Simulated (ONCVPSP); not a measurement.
platinum: excitation energies, all-electron against ONCV

```json
{"Element": "Pt (Z = 78)", "Generator": "ONCVPSP 4.0.1", "Type": "optimised norm-conserving Vanderbilt (ONCV)", "Functional": "PBEsol", "Relativity": "scalar-relativistic", "Frozen core": "[Kr] 4d10 4f14", "Valence charge": "18", "Reference configuration": "5s2 5p6 5d7 (charge +3)", "Partial waves": "5s: rc 1.15 bohr, ncon 4, nbas 9, qcut 6.3 1/bohr, 3 projectors, debl 1.4 Ha; 5p: rc 1.05 bohr, ncon 5, nbas 8, qcut 8.1 1/bohr, 1 projector; 5d: rc 1.80 bohr, ncon 4, nbas 8, qcut 7.2 1/bohr, 2 projectors, debl 1.1 Ha; f scattering state at 0.26 Ha: rc 1.70 bohr, ncon 3, nbas 6, qcut 7.1 1/bohr, 2 projectors, debl 3.4 Ha", "Local potential": "polynomial inside 0.85 bohr (lpopt 1, dvloc0 0 Ha)", "Core correction": "Teter function, fcfact 2.5, rcfact 1.1"}
```

In the s channel the program set the typed energies aside and used -5.038, 0.250, 1.650 Ha. In the d channel the program set the typed energies aside and used -1.426, 0.250 Ha.

Energies are relative to the spin-unpolarised reference configuration 5s2 5p6 5d7; without spin polarisation the order of configurations can differ from experiment.

Give the all-electron excitation energy and the error of the potential for: 5s2 5p6 5d9 6s1; 5s2 5p6 5d9; 5s2 5p6 5d8; 5s2 5p6 5d9 6p1.

```tsv
valence configuration	charge	ΔE all-electron (eV)	error AE − PS (meV)
5s2 5p6 5d9 6s1	0	-61.471	+12
5s2 5p6 5d9	+1	-52.245	+6.6
5s2 5p6 5d8	+2	-32.249	+5.7
5s2 5p6 5d9 6p1	0	-56.337	+67
```
